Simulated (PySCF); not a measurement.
## Cl²⁺ (chlorine, charge +2) across methods

[Ne] 3s2 3p3, high-spin 4S determinant. All numbers are calculated (PySCF 2.14, no relativity, point nucleus, in aug-cc-pV(Q+d)Z (7s6p5d3f2g, 89 functions)).

```json
{"method": "PBE", "E (hartree)": "-458.6165", "mean ε 3s α (eV)": "-46.220", "mean ε 3s β (eV)": "-42.122", "mean ε 3p α (eV)": "-33.102", "Σ⟨r²⟩ (bohr²)": "15.36", "⟨S²⟩": "3.750"}
{"method": "LC-wPBE", "E (hartree)": "-458.6750", "mean ε 3s α (eV)": "-52.389", "mean ε 3s β (eV)": "-46.891", "mean ε 3p α (eV)": "-38.014", "Σ⟨r²⟩ (bohr²)": "15.33", "⟨S²⟩": "3.750"}
{"method": "PBEsol", "E (hartree)": "-457.9307", "mean ε 3s α (eV)": "-46.102", "mean ε 3s β (eV)": "-42.040", "mean ε 3p α (eV)": "-33.027", "Σ⟨r²⟩ (bohr²)": "15.37", "⟨S²⟩": "3.750"}
{"method": "LDA", "E (hartree)": "-457.2957", "mean ε 3s α (eV)": "-46.035", "mean ε 3s β (eV)": "-42.394", "mean ε 3p α (eV)": "-33.050", "Σ⟨r²⟩ (bohr²)": "15.39", "⟨S²⟩": "3.750"}
{"method": "PBE0", "E (hartree)": "-458.6566", "mean ε 3s α (eV)": "-49.265", "mean ε 3s β (eV)": "-43.661", "mean ε 3p α (eV)": "-34.960", "Σ⟨r²⟩ (bohr²)": "15.35", "⟨S²⟩": "3.750"}
{"method": "revPBE", "E (hartree)": "-458.7274", "mean ε 3s α (eV)": "-46.240", "mean ε 3s β (eV)": "-42.019", "mean ε 3p α (eV)": "-33.098", "Σ⟨r²⟩ (bohr²)": "15.36", "⟨S²⟩": "3.750"}
{"method": "M06", "E (hartree)": "-458.7931", "mean ε 3s α (eV)": "-48.772", "mean ε 3s β (eV)": "-43.681", "mean ε 3p α (eV)": "-34.567", "Σ⟨r²⟩ (bohr²)": "15.27", "⟨S²⟩": "3.751"}
{"method": "UHF", "E (hartree)": "-458.22643", "mean ε 3s α (eV)": "-57.515", "mean ε 3s β (eV)": "-46.571", "mean ε 3p α (eV)": "-39.700", "Σ⟨r²⟩ (bohr²)": "15.46", "⟨S²⟩": "3.751"}
```

(1) Estimate the same row for r2SCAN.

Answers

(1) E (hartree) = -458.7757; mean ε 3s α (eV) = -47.608; mean ε 3s β (eV) = -42.159; mean ε 3p α (eV) = -33.778; Σ⟨r²⟩ (bohr²) = 15.34; ⟨S²⟩ = 3.750.
